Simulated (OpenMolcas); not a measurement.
**W2+: input and output**

Input:

```
&GATEWAY
Coord
1

W 0.0 0.0 0.0
Basis=ANO-RCC-MB
Group=XYZ
NoMove
AngMom=0.0 0.0 0.0
AMFI
RX2C
&SEWARD
&RASSCF
FileOrb=start.orb
Symmetry=1
Spin=5
nActEl=4 0 0
Inactive=15 19
Ras2=5 0
CIRoot=5 5 1
SDav=5
CIMx=300
Iter=120 100
PrWF=0.3
OrbListing=Nothing
MaxOrb=0
Atom
>>> COPY $Project.JobIph JOB001
&RASSCF
FileOrb=start.orb
Symmetry=1
Spin=3
nActEl=4 0 0
Inactive=15 19
Ras2=5 0
CIRoot=45 45 1
SDav=45
CIMx=300
Iter=120 100
PrWF=0.3
OrbListing=Nothing
MaxOrb=0
Atom
CIOnly
>>> COPY $Project.JobIph JOB002
&RASSCF
FileOrb=start.orb
Symmetry=1
Spin=1
nActEl=4 0 0
Inactive=15 19
Ras2=5 0
CIRoot=50 50 1
SDav=50
CIMx=300
Iter=120 100
PrWF=0.3
OrbListing=Nothing
MaxOrb=0
Atom
CIOnly
>>> COPY $Project.JobIph JOB003
&RASSI
NrOfJobIphs=3 5 35 35
1 2 3 4 5
1 2 3 4 5 6 7 8 9 10 11 12 13 14 15 16 17 18 19 20 21 22 23 24 25 26 27
28 29 30 31 32 33 34 35
1 2 3 4 5 6 7 8 9 10 11 12 13 14 15 16 17 18 19 20 21 22 23 24 25 26 27
28 29 30 31 32 33 34 35
IphNames
JOB001
JOB002
JOB003
EJob
SpinOrbit
DIPRint=1.0
SOCoupling=1000.0
Subsets=2
MEES
Property=10
'ANGMOM' 1 'ANGMOM' 2 'ANGMOM' 3 'MLTPL  1' 1 'MLTPL  1' 2 'MLTPL  1' 3
'AMFI' 1 'AMFI' 2 'AMFI' 3 'MLTPL  2' 6
SOProperty=3
'ANGMOM' 1 'ANGMOM' 2 'ANGMOM' 3
```

Launched by
```bash
OMP_NUM_THREADS=1 MOLCAS_MEM=2252 MOLCAS_PROJECT=a pymolcas a.inp > a.log  # once for each step of the input, in one work folder
```

A driver script runs the steps one by one and writes start.orb anew before each from the orbitals found so far, so a CI-only block uses the converged orbitals of the first block.

Output, cut to the results:

```
--- SEWARD ---
Basis set label: W.ANO-RCC...6S5P3D1F.

      Electronic valence basis set:
      ------------------
      Associated Effective Charge  74.000000 au
      Associated Actual Charge     74.000000 au
      Nuclear Model: Point charge

      Shell  nPrim  nBasis  Cartesian Spherical Contaminant
         s      24       6        X
         p      21       5        X
         d      15       3                 X
         f      11       1                 X
RX2C
                  Relativistic X2C integrals
                  Atomic mean-field integrals
--- RASSCF ---
Wave function specifications:
      -----------------------------

      Number of closed shell electrons          68
      Number of electrons in active shells       4
      Max number of holes in RAS1 space          0
      Max nr of electrons in RAS3 space          0
      Number of inactive orbitals               34
      Number of active orbitals                  5
      Number of secondary orbitals               4
      Spin quantum number                      2.0
      State symmetry                             1
Orbital specifications:
      -----------------------

      Symmetry species                           1   2
                                                ag  au
      Frozen orbitals                            0   0
      Inactive orbitals                         15  19
      Active orbitals                            5   0
      RAS1 orbitals                              0   0
      RAS2 orbitals                              5   0
      RAS3 orbitals                              0   0
      Secondary orbitals                         1   3
      Deleted orbitals                           0   0
      Number of basis functions                 21  22
      Number of CSFs                             5
      Number of root(s) required                 5
      Iter CI   SX   CI       RASSCF       Energy    max ROT     max BLB   max BLB  Level Ln srch  Step   QN
          iter iter root      energy       change     param      element    value   shift minimum  type update
 Nr of preliminary CI iterations:   1
      Total energies have been shifted. Add               -16000.00 au
        1   1    4    0  -139.11935458    0.00E+00   1.21E-02   19  22 2  5.61E-02*  0.00   0.00    SX    NO
        2   1    3    0  -139.12165287   -2.30E-03*  9.69E-04   19  22 2  4.46E-03*  0.00   0.00    SX    NO
        3   1    3    0  -139.12166858   -1.57E-05* -8.56E-05   19  22 2  3.94E-04*  0.00   0.00    SX    NO
        4   1    2    0  -139.12166871   -1.24E-07*  7.63E-06   18  21 2  3.51E-05   0.00   0.00    SX    NO
        5   1    2    0  -139.12166871   -9.66E-10  -7.48E-07   17  20 2  3.14E-06   0.00   1.11    QN   YES
      Convergence after  5 iterations
        6   1    2    0  -139.12166871   -2.36E-11  -7.48E-07   15  21 1  9.18E-09   0.00   1.11    QN   YES
      Natural orbitals and occupation numbers for root  1
      sym 1:   1.000000   1.000000  -0.000000   1.000000   1.000000
      Natural orbitals and occupation numbers for root  2
      sym 1:   1.000000   1.000000   1.000000  -0.000000   1.000000
      Natural orbitals and occupation numbers for root  3
      sym 1:   0.000000   1.000000   1.000000   1.000000   1.000000
::    RASSCF root number  1 Total energy: -16139.12166871
::    RASSCF root number  2 Total energy: -16139.12166871
::    RASSCF root number  3 Total energy: -16139.12166871
::    RASSCF root number  4 Total energy: -16139.12166871
::    RASSCF root number  5 Total energy: -16139.12166871
--- RASSCF ---
Wave function specifications:
      -----------------------------

      Number of closed shell electrons          68
      Number of electrons in active shells       4
      Max number of holes in RAS1 space          0
      Max nr of electrons in RAS3 space          0
      Number of inactive orbitals               34
      Number of active orbitals                  5
      Number of secondary orbitals               4
      Spin quantum number                      1.0
      State symmetry                             1
Orbital specifications:
      -----------------------

      Symmetry species                           1   2
                                                ag  au
      Frozen orbitals                            0   0
      Inactive orbitals                         15  19
      Active orbitals                            5   0
      RAS1 orbitals                              0   0
...
--- RASSI ---
SPIN-FREE ENERGIES:
  (Shifted by EMIN (a.u.) =     -16139.1216687096)

 SF State       Relative EMIN(au)   Rel lowest level(eV)    D:o, cm**(-1)      L_eff

     1             0.0000000000        0.0000000000              0.0000         2.0
     2             0.0000000000        0.0000000000              0.0000         2.0
     3             0.0000000000        0.0000000000              0.0000         2.0
     4             0.0000000000        0.0000000000              0.0000         2.0
     5             0.0000000000        0.0000000000              0.0000         2.0
     6             0.0579107621        1.5758321153          12709.9432         5.0
     7             0.0579107621        1.5758321153          12709.9432         5.0
     8             0.0579107621        1.5758321153          12709.9432         5.0
     9             0.0579107621        1.5758321153          12709.9432         5.0
    10             0.0579107621        1.5758321153          12709.9432         5.0
    11             0.0579107621        1.5758321153          12709.9432         5.0
    12             0.0579107621        1.5758321153          12709.9432         5.0
    13             0.0579107621        1.5758321153          12709.9432         5.0
    14             0.0579107621        1.5758321153          12709.9432         5.0
    15             0.0579107621        1.5758321153          12709.9432         5.0
    16             0.0579107621        1.5758321153          12709.9432         5.0
    17             0.0650587535        1.7703388693          14278.7459         1.0
    18             0.0650587535        1.7703388693          14278.7459         1.0
    19             0.0650587535        1.7703388693          14278.7459         1.0
    20             0.0665968105        1.8121915334          14616.3104         3.0
    21             0.0665968105        1.8121915334          14616.3104         3.0
...
```

Levels above the lowest, from the spin-orbit matrix, grouped by J:

```
Configuration  Term  J  E (cm⁻¹)  Measured (cm⁻¹)  Term weight %  Second
          5d⁴    ⁵D  0       0.0              0.0             85   14 ³P
          5d⁴    ⁵D  1      1325             2256             93    7 ³P
          5d⁴    ⁵D  2      2962             4461             97        
          5d⁴    ⁵D  3      4574             6278             96    3 ³F
          5d⁴    ⁵D  4      6121             7687             90    9 ³F
          5d⁴    ³P  0     12987             9904             74   15 ⁵D
          5d⁴    ³H  4     14274            13701             69   12 ³G
          5d⁴    ³H  5     16601                              84   16 ³G
          5d⁴    ³P  1     17043            12881             89    6 ⁵D
          5d⁴    ³G  3     17200                              56   40 ³F
          5d⁴    ³F  2     17883                              88    9 ¹D
          5d⁴    ³H  6     17941                              85   15 ¹I
          5d⁴    ³F  4     19499                              45   26 ³G
          5d⁴    ³P  2     21503                              76   23 ³D
          5d⁴    ³G  4     21576                              51   29 ¹G
          5d⁴    ³F  3     22061                              56   41 ³G
          5d⁴    ³G  5     23610                              84   16 ³H
          5d⁴    ³D  3     25149                              93    5 ¹F
          5d⁴    ¹I  6     25407                              85   15 ³H
          5d⁴    ³D  2     26007                              57   20 ¹D
          5d⁴    ³D  1     26743                              95    4 ³P
```

Against the 7 measured excited levels shown (NIST levels as listed in McCann et al., Mon. Not. R. Astron. Soc. 538, 537 (2025)) the mean absolute deviation is 1900 cm-1; the largest miss in energy is 5d⁴ ³P₁: computed 17043, measured 12881 cm⁻¹ (+32.3 %), and the largest in proportion 5d⁴ ⁵D₁ (-41.3 %).

Configurations with an s electron lie low in 5d ions of this charge, fall among these levels and mix in, so low-spin terms can stand far too high, up to twice their true height, and weights are not those of the real levels. Without dynamic correlation excited terms often stand tens of per cent too high (terms of higher spin than the ground term too low), and those without a measured partner can miss by more than the paired ones. Some levels mix across a computed gap that differs much from the measured one, so their mixing is not that of the real levels. Terms from blocks run as CI alone lack orbitals of their own. Computed and measured levels are paired by configuration, term and J; levels that our copy of the source lacks, or whose pairing is in doubt (as where it misses far off the trend of its configuration), stay unpaired and out of the deviations. Only configurations of the active space appear. The first state left out of the spin-orbit step lies near 34000 cm-1 above the lowest spin-free state of the reference (among the parities and spins computed), and the list stops at four fifths of that energy or lower.

The RASSCF and RASSI steps took 23 s on 1 thread of Arm Neoverse N1, with other jobs on the host; the integral step is not counted.

The term weight is that of the spin-free term in the level, not the purity of its configuration.
